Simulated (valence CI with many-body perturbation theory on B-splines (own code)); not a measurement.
# Basis-set convergence for Lu⁴⁰⁺

Computed by relativistic CI+MBPT: three valence electrons over a frozen Dirac-Fock core [Ar] 3d10, radial functions for each j: 9 s, 9 p, 8 d, 6 f, 3 g, 1 h, with the one-electron correlation potential Σ1 (screened to all orders), the two-electron term Σ2, the three-electron term Σ3, Breit, model QED; selected single and double excitations, second order for the rest, scaled by the run's own slope (own B-spline code, finite nucleus).

No measured spectrum was set against this ion. As an estimate, large intervals hold to a few tenths of a per cent, small ones and those within an open d or f shell to about a per cent.

The reference run has the lowest level (4s^2 4p1/2) J=1/2 and an ionisation energy of 1933.84 eV. Its largest variational space holds 8820 state functions.

Levels are named by their leading jj configuration (3d3/2^4 stands for four electrons in 3d with j = 3/2), which in mixed levels can hold well under half, so a name can repeat and another be missing. Letters in brackets count levels of one name in rising energy.

Changed runs:
A. basis 6 s, 6 p, 5 d, 3 f, 1 g
B. basis 5 s, 5 p, 4 d, 2 f

Excitation energies of the reference run in cm⁻¹, and shifts in cm⁻¹:

```
                     Level  Reference       A      B
        (4s^2 4p3/2) J=3/2     634399     -31    -64
        (4s 4p1/2^2) J=1/2     719171     -26    -35
(4s 4p1/2 4p3/2) J=3/2 [a]    1256310    -180   -642
    (4s 4p1/2 4p3/2) J=5/2    1319070     -63   -144
(4s 4p1/2 4p3/2) J=3/2 [b]    1409120     +33   +279
    (4s 4p1/2 4p3/2) J=1/2    1430420     +48   +350
        (4s^2 4d3/2) J=3/2    1841310    +146   +886
        (4s 4p3/2^2) J=5/2    1887110    -144   -449
        (4s^2 4d5/2) J=5/2    2021440    +191  +1135
        (4s 4p3/2^2) J=1/2    2064940     +91   +608
        (4s 4p3/2^2) J=3/2    2095190    +107   +696
     (4p1/2^2 4p3/2) J=3/2    2133660     -35   -6.8
    Ionisation energy (eV)    1933.84  -0.023  -0.09
```
